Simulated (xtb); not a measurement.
FGa, charge -1, doublet, at a GFN2-xTB geometry (such geometries of metal compounds can be far from the true shape) (a state made from the parent by changing its charge; the spin is typed, not shown lowest).

Input for xtb:
```
$ xtb mol.xyz --gfn 1 --chrg -1 --uhf 1 --alpb acetonitrile --json

# file mol.xyz
2

Ga    -0.00000000    -0.00000000    -0.45205283
F      0.00000000     0.00000000     1.55707084
```

**Question.** What does this run give for the partial charges in atom order, total energy?

**Answer.** 
The partial charges in atom order comes out as Ga1 -0.51, F2 -0.49 and the total energy is -6.6860 Eh.
